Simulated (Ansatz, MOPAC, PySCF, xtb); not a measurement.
Complex: CH2O (SMILES C=O) (first 4 atoms) with CH2F2 (SMILES FCF); geometry from B3LYP-D3(BJ)/def2-TZVP.
(charge 0, multiplicity 1):
```xyz
9

C     -0.332    -0.101    -0.016
O      0.646    -0.714     0.317
H     -0.545     0.116    -1.080
H     -1.065     0.276     0.720
F     -0.073     0.778     3.247
C      0.003    -0.572     3.440
F     -1.206    -1.113     3.103
H      0.183    -0.761     4.499
H      0.761    -0.975     2.771
```

Interaction energies are E(AB) − E(A) − E(B) at the monomers' geometry in the complex; basis-set methods are counterpoise corrected. Rows marked so take none.

Rows in 3-21G carry no dispersion term and start afresh at each structure. The state that PM7 reach isn't checked; PM7 holds dispersion and hydrogen-bond terms.

Codes used: Ansatz (Gaussian orbitals); MOPAC for PM7 (differences of heats of formation); PySCF for 3-21G rows; xtb for the GFN methods. 

### Question
One of these levels gives -152.0 meV for the interaction energy. Name it.
A. GFN-FF
B. SVWN5/def2-TZVPPD
C. PM7
D. HF/3-21G (no counterpoise)

### Answer
A, GFN-FF. The others give -102.8 (PM7), -245.3 (HF/3-21G (no counterpoise)), -204.3 (SVWN5/def2-TZVPPD)

Ansatz is an electronic-structure program.
